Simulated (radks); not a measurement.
Cu4+, 25 electrons, occupied as [Ar] 3d7.

Calculated with a radial shooting solver on a logarithmic mesh with Libxc functionals: scalar-relativistic Kohn-Sham, PBE, spin-polarised, spherical densities, finite nucleus; open shells are filled with parallel spins first; Fermi nuclear charge, rms radius 3.8823 fm.

Energy parts (Ry):
| part | energy |
|---|---|
| total | -3300.47095 |
| kinetic | 3349.96905 |
| electron-nucleus | -7819.02372 |
| Hartree | 1299.62340 |
| exchange-correlation | -131.03968 |

Orbitals (lengths in bohr, moments of r in powers of bohr; <r^-3> diverges for s and p1/2; r(90%) holds 90 % of the orbital's charge):
| orbital | occ. | eigenvalue (Ry) | <r> | <r^-3> | r(90%) |
|---|---|---|---|---|---|
| 1s down | 1 | -655.7450 | 0.05213 | - | 0.0931 |
| 1s up | 1 | -655.7447 | 0.05213 | - | 0.0931 |
| 2s up | 1 | -83.46446 | 0.2353 | - | 0.364 |
| 2s down | 1 | -83.31059 | 0.2350 | - | 0.364 |
| 2p up | 3 | -72.74333 | 0.2066 | 704.8 | 0.338 |
| 2p down | 3 | -72.62787 | 0.2063 | 706.6 | 0.337 |
| 3s up | 1 | -13.63323 | 0.6982 | - | 1.04 |
| 3s down | 1 | -13.34017 | 0.7004 | - | 1.05 |
| 3p up | 3 | -10.45968 | 0.7244 | 95.16 | 1.11 |
| 3p down | 3 | -10.17157 | 0.7280 | 93.90 | 1.12 |
| 3d up | 5 | -5.33467 | 0.7992 | 9.954 | 1.33 |
| 3d down | 2 | -5.05354 | 0.8140 | 9.714 | 1.36 |

The highest occupied level is 3d down at -68.757 eV. The electron density at the nucleus is 2.241e+04 e/bohr^3 (large components only). The spin density at the nucleus is -1.095 e/bohr^3 (1s -0.044, 2s -2.547, 3s 1.496). For comparison, the ionisation energy in NIST's Atomic Spectra Database is 80 eV (semi-empirical). In exact Kohn-Sham theory the highest level is minus the ionisation energy, but local and semilocal functionals leave it too shallow, through self-interaction and a potential that decays too fast; potentials with the right tail come closer. Spin moment in Bohr magnetons: 3. Summed over all electrons, <r^2> = 10.92 bohr^2, which gives a Langevin (diamagnetic) susceptibility term of -8.65 x 10^-6 cm^3/mol.
